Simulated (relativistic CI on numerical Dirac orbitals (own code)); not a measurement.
## Zn V: q coefficients and field-shift factors

Computed by Dirac-Coulomb-Breit CI, KLI orbitals optimised for each configuration, valence Slater integrals scaled by 0.85, P86 correlation energy added to each configuration, derivatives by finite differences, QED left out (own radial code, finite nucleus).

Configurations in the expansion (outside the closed core [Ne] 3s2): 3p6 3d8, 3p6 3d7 4s, 3p6 3d7 4p, 3p5 3d9, 3p6 3d7 4d, 3p6 3d6 4s2, 3p6 3d7 4f, 3p4 3d10. Levels of other configurations are missing.

With x = (α/α₀)² − 1 an excitation energy changes as ω = ω₀ + qx; K = 2q/ω₀ is the relative enhancement. Terms are leading LS components, so labels can repeat. The field-shift factor is F = δν/δ⟨r²⟩ for the transition from the lowest level.

Lowest level 3p6 3d8 3F_4.

| Level | ω₀ (cm⁻¹) | q (cm⁻¹) | K | F (GHz/fm²) |
| --- | --- | --- | --- | --- |
| 3p6 3d8 3F_3 | 2399.3 | 2403 | 2 | 0.013 |
| 3p6 3d8 3F_2 | 3920.1 | 3641 | 1.86 | 0.0201 |
| 3p6 3d8 1D_2 | 17352.7 | 706.3 | 0.0814 | 0.0279 |
| 3p6 3d8 3P_2 | 21381.9 | 2774 | 0.26 | 0.0422 |
| 3p6 3d8 3P_1 | 21774.7 | 2451 | 0.225 | 0.0415 |
| 3p6 3d8 3P_0 | 22150.1 | 2609 | 0.236 | 0.0428 |
| 3p6 3d8 1G_4 | 29161.3 | 1717 | 0.118 | 0.0513 |
| 3p6 3d8 1S_0 | 62623.2 | 2135 | 0.0682 | 0.116 |
| 3p6 3d7 4s 5F_5 | 199880.4 | -9912 | -0.0992 | 4.52 |
| 3p6 3d7 4s 5F_4 | 201533.2 | -8290 | -0.0823 | 4.53 |
| 3p6 3d7 4s 5F_3 | 202834.9 | -6993 | -0.069 | 4.53 |
| 3p6 3d7 4s 5F_2 | 203774.0 | -6103 | -0.0599 | 4.54 |
| 3p6 3d7 4s 5F_1 | 204381.1 | -5547 | -0.0543 | 4.54 |
| 3p6 3d7 4s 3F_4 | 209744.8 | -9039 | -0.0862 | 4.29 |
| 3p6 3d7 4s 3F_3 | 211965.2 | -6831 | -0.0645 | 4.3 |
| 3p6 3d7 4s 3F_2 | 213441.0 | -5518 | -0.0517 | 4.31 |
| 3p6 3d7 4s 5P_3 | 223070.2 | -8535 | -0.0765 | 4.56 |
| 3p6 3d7 4s 5P_2 | 223530.5 | -8519 | -0.0762 | 4.56 |
| 3p6 3d7 4s 5P_1 | 224377.8 | -7469 | -0.0666 | 4.57 |
| 3p6 3d7 4s 3G_5 | 225614.0 | -8912 | -0.079 | 4.51 |
| 3p6 3d7 4s 3G_4 | 226466.8 | -8250 | -0.0729 | 4.51 |
| 3p6 3d7 4s 3G_3 | 227596.3 | -6801 | -0.0598 | 4.52 |
| 3p6 3d7 4s 1G_4 | 231132.7 | -7654 | -0.0662 | 4.42 |

At this charge configurations can still be misplaced by up to about 7 % of their energy.
